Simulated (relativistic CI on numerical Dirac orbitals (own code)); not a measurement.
Sensitivity of the levels of Gd XX to α and to the nuclear radius

Computed by Dirac-Coulomb-Breit CI, KLI orbitals optimised for each configuration, derivatives by finite differences, unscaled Slater integrals, QED left out (own radial code, finite nucleus).

CI space (outside the closed core [Ar] 3d10): 4s2 4p6 4d9, 4s2 4p5 4d10, 4s2 4p6 4d8 4f, 4s 4p6 4d10, 4s2 4p5 4d9 4f, 4s2 4p6 4d8 5s, 4s2 4p6 4d8 5p, 4s 4p6 4d9 4f. Levels of other configurations are missing.

With x = (α/α₀)² − 1 an excitation energy changes as ω = ω₀ + qx; K = 2q/ω₀ is the relative enhancement. Terms are leading LS components, so labels can repeat. The field-shift factor is F = δν/δ⟨r²⟩ for the transition from the lowest level.

Lowest level 4s2 4p6 4d9 2D_5/2.

```tsv
Level	ω₀ (cm⁻¹)	q (cm⁻¹)	K	F (GHz/fm²)
4s2 4p6 4d9 2D_3/2	54945	55050	2	0.931
4s2 4p5 4d10 2P°_3/2	1037542	67170	0.129	5.21
4s2 4p6 4d8 4f 4F°_5/2	1133478	-2907	-0.00513	9.19
4s2 4p6 4d8 4f 4F°_7/2	1134405	1693	0.00299	9.31
4s2 4p6 4d8 4f 4F°_9/2	1143802	10100	0.0177	9.55
4s2 4p6 4d8 4f 4D°_3/2	1143806	-936.5	-0.00164	9.24
4s2 4p6 4d8 4f 2F°_5/2	1151623	3831	0.00665	9.3
4s2 4p6 4d8 4f 2P°_1/2	1153414	21490	0.0373	8.43
4s2 4p6 4d8 4f 4I°_15/2	1158490	2850	0.00492	9.6
4s2 4p6 4d8 4f 4I°_13/2	1159802	-2153	-0.00371	9.4
4s2 4p6 4d8 4f 4D°_7/2	1160728	12420	0.0214	9.47
4s2 4p6 4d8 4f 4H°_11/2	1165493	-287.9	-0.000494	9.42
4s2 4p6 4d8 4f 4F°_3/2	1167316	22300	0.0382	9.74
```

At this charge energies of transitions that change n are usually good to better than 1 %, and those within a shell (Δn = 0) to a few per cent.
